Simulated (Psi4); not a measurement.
F3La (SMILES [F][La]([F])[F]), singlet, geometry from GFN2-xTB (such geometries of metal compounds can be far from the true shape) (core potentials on La).

Input for Psi4:
```
memory 2 GB

molecule mol {
0 1
La    0.031016   -0.056518   -0.134807
F    -1.708650   -0.894191    0.331449
F    -0.051073    1.901421   -0.459249
F     1.563287   -0.649281    0.981575
}

set {
  basis def2-svp
  reference rks
}

energy('m06-2x')
print_variables()
```

Problem. What does this run give for the number of basis functions, nuclear repulsion energy, dipole moment, total energy?

Solution. 
- number of basis functions: 74
- nuclear repulsion energy: 117.5673 Eh
- dipole moment: 3.57 D
- total energy: -330.8891 Eh
